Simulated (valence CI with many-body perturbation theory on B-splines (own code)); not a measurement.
# Energy levels of As19+

Computed by configuration interaction combined with many-body perturbation theory (CI+MBPT): four valence electrons over a frozen Dirac-Fock core [Ne], a basis of 11 s, 11 p, 9 d, 7 f, 5 g, 2 h, 1 i functions for each j, with the one-electron correlation potential Σ1, the two-electron term Σ2, the three-electron term Σ3, Breit, model QED; selected CI, second order for the rest (own B-spline code, finite nucleus).

No measured spectrum was set against this ion. As an estimate, levels of excited configurations hold to 0.05 to 0.15 % of their energy, terms of the ground configuration to about 0.5 %.

Levels 1 to 45 of 71, with energies above the lowest level, 3s2 3p2 3P_0. "Leading %" is the weight of the configuration and term that name the level; weights of strongly mixed levels are sums over their largest components and can fall short. In the jj column 3d3/2^4 stands for four electrons in 3d with j = 3/2. Lifetimes count E1, E2, E3, M1 and M2 decay at the calculated energies, and are blank where another channel may lead or the interval is too uncertain; long ones can be off by a factor of two.

| No. | Configuration | Term | J | E (cm⁻¹) | Leading % | g | Lifetime | Leading jj |
| --- | --- | --- | --- | --- | --- | --- | --- | --- |
| 1 | 3s2 3p2 | 3P | 0 | 0 | 87 |  |  | 3s^2 3p1/2^2 (90 %) |
| 2 | 3s2 3p2 | 3P | 1 | 41000 | 97 | 1.499 | 904 μs | 3s^2 3p1/2 3p3/2 (97 %) |
| 3 | 3s2 3p2 | 3P | 2 | 62105 | 67 | 1.340 | 11.4 ms | 3s^2 3p1/2 3p3/2 (86 %) |
| 4 | 3s2 3p2 | 1D | 2 | 124610 | 66 | 1.157 | 215 μs | 3s^2 3p3/2^2 (85 %) |
| 5 | 3s2 3p2 | 1S | 0 | 186630 | 86 |  | 54.7 μs | 3s^2 3p3/2^2 (89 %) |
| 6 | 3s 3p3 | 5S° | 2 | 376610 | 93 | 1.964 | 5.12 ns | 3s 3p1/2 3p3/2^2 (45 %) |
| 7 | 3s 3p3 | 3D° | 1 | 474670 | 74 | 0.638 | 194 ps | 3s 3p1/2^2 3p3/2 (50 %) |
| 8 | 3s 3p3 | 3D° | 2 | 477610 | 72 | 1.237 | 278 ps | 3s 3p1/2 3p3/2^2 (58 %) |
| 9 | 3s 3p3 | 3D° | 3 | 493710 | 88 | 1.332 | 356 ps | 3s 3p1/2 3p3/2^2 (88 %) |
| 10 | 3s 3p3 | 3P° | 0 | 548620 | 90 |  | 107 ps | 3s 3p1/2 3p3/2^2 (90 %) |
| 11 | 3s 3p3 | 3P° | 1 | 553720 | 76 | 1.388 | 96.1 ps | 3s 3p1/2 3p3/2^2 (65 %) |
| 12 | 3s 3p3 | 3P° | 2 | 555310 | 45 | 1.314 | 118 ps | 3s 3p1/2 3p3/2^2 (32 %) |
| 13 | 3s 3p3 | 1D° | 2 | 604710 | 33 | 1.130 | 126 ps | 3s 3p3/2^3 (41 %) |
| 14 | 3s 3p3 | 3S° | 1 | 657050 | 62 | 1.644 | 10.3 ps | 3s 3p1/2 3p3/2^2 (60 %) |
| 15 | 3s2 3p 3d | 3F° | 2 | 665040 | 90 | 0.693 | 204 ps | 3s^2 3p1/2 3d3/2 (69 %) |
| 16 | 3s2 3p 3d | 3F° | 3 | 686380 | 94 | 1.087 | 342 ps | 3s^2 3p1/2 3d5/2 (61 %) |
| 17 | 3s 3p3 | 1P° | 1 | 721920 | 52 | 1.318 | 12.4 ps | 3s 3p3/2^3 (57 %) |
| 18 | 3s2 3p 3d | 3F° | 4 | 724790 | 98 | 1.249 |  | 3s^2 3p3/2 3d5/2 (98 %) |
| 19 | 3s2 3p 3d | 3P° | 2 | 744380 | 48 | 1.295 | 12.4 ps | 3s^2 3p1/2 3d5/2 (74 %) |
| 20 | 3s2 3p 3d | 3D° | 1 | 756380 | 54 | 0.847 | 9.47 ps | 3s^2 3p1/2 3d3/2 (72 %) |
| 21 | 3s2 3p 3d | 1D° | 2 | 787320 | 33 | 1.067 | 9.26 ps | 3s^2 3p3/2 3d3/2 (50 %) |
| 22 | 3s2 3p 3d | 3P° | 0 | 792990 | 88 |  | 12.7 ps | 3s^2 3p3/2 3d3/2 (88 %) |
| 23 | 3s2 3p 3d | 3D° | 3 | 799030 | 81 | 1.309 | 9.78 ps | 3s^2 3p3/2 3d5/2 (46 %) |
| 24 | 3s2 3p 3d | 3P° | 1 | 800030 | 57 | 1.171 | 11.1 ps | 3s^2 3p3/2 3d3/2 (75 %) |
| 25 | 3s2 3p 3d | 3P° | 2 | 807900 | 37 | 1.290 | 11.2 ps | 3s^2 3p3/2 3d5/2 (56 %) |
| 26 | 3s2 3p 3d | 1F° | 3 | 866260 | 91 | 1.016 | 9.40 ps | 3s^2 3p3/2 3d5/2 (44 %) |
| 27 | 3s2 3p 3d | 1P° | 1 | 890610 | 80 | 0.983 | 11.3 ps | 3s^2 3p3/2 3d5/2 (68 %) |
| 28 | 3p4 | 3P | 2 | 954190 | 48 | 1.398 | 65.1 ps | 3p1/2^2 3p3/2^2 (60 %) |
| 29 | 3s 3p2 3d | 5F | 1 | 986860 | 86 | 0.160 | 1.04 ns | 3s 3p1/2^2 3d3/2 (54 %) |
| 30 | 3s 3p2 3d | 5F | 2 | 995440 | 86 | 1.054 | 918 ps | 3s 3p1/2 3p3/2 3d3/2 (38 %) |
| 31 | 3p4 | 3P | 0 | 999720 | 48 |  | 55.1 ps | 3p1/2^2 3p3/2^2 (43 %) |
| 32 | 3p4 | 3P | 1 | 1001200 | 50 | 1.399 | 68.5 ps | 3p1/2 3p3/2^3 (50 %) |
| 33 | 3s 3p2 3d | 5F | 3 | 1008400 | 82 | 1.290 | 1.07 ns | 3s 3p1/2 3p3/2 3d3/2 (39 %) |
| 34 | 3p4 | 1D | 2 | 1018200 | 50 | 1.099 | 89.7 ps | 3p1/2 3p3/2^3 (56 %) |
| 35 | 3s 3p2 3d | 5F | 4 | 1028400 | 88 | 1.362 | 12.5 ns | 3s 3p1/2 3p3/2 3d5/2 (73 %) |
| 36 | 3s 3p2 3d | 5D | 0 | 1038100 | 93 |  | 296 ps | 3s 3p1/2 3p3/2 3d3/2 (79 %) |
| 37 | 3s 3p2 3d | 5D | 1 | 1040500 | 88 | 1.458 | 235 ps | 3s 3p1/2 3p3/2 3d3/2 (62 %) |
| 38 | 3s 3p2 3d | 5D | 2 | 1041900 | 74 | 1.394 | 201 ps | 3s 3p1/2 3p3/2 3d3/2 (50 %) |
| 39 | 3s 3p2 3d | 5D | 3 | 1044500 | 61 | 1.401 | 200 ps | 3s 3p1/2 3p3/2 3d3/2 (41 %) |
| 40 | 3s 3p2 3d | 5F | 5 | 1050800 | 96 | 1.391 | 6.13 ns | 3s 3p1/2 3p3/2 3d5/2 (53 %) |
| 41 | 3s 3p2 3d | 5D | 4 | 1055800 | 66 | 1.420 | 2.93 ns | 3s 3p1/2 3p3/2 3d5/2 (54 %) |
| 42 | 3s 3p2 3d | 3F | 2 | 1069000 | 85 | 0.732 | 340 ps | 3s 3p1/2 3p3/2 3d5/2 (38 %) |
| 43 | 3s 3p2 3d | 3F | 3 | 1086100 | 74 | 1.169 | 124 ps | 3s 3p1/2 3p3/2 3d5/2 (50 %) |
| 44 | 3s 3p2 3d | 5P | 3 | 1106100 | 78 | 1.611 | 13.4 ps | 3s 3p1/2 3p3/2 3d5/2 (46 %) |
| 45 | 3s 3p2 3d | 3F | 4 | 1114400 | 66 | 1.301 | 1.10 ns | 3s 3p3/2^2 3d5/2 (76 %) |

Names give the largest LS component (configuration and term), which can be under half, so a name can repeat, a term be missing and a line seem to break the LS rules; names also repeat where a configuration has a term twice.

The ionisation energy to 3s2 3p 2P°_1/2 of the next ion comes out as 773.11 eV (NIST: 774 ± 1.8 eV (semi-empirical)). All 71 levels together are meant to be complete up to 1278100 cm⁻¹.
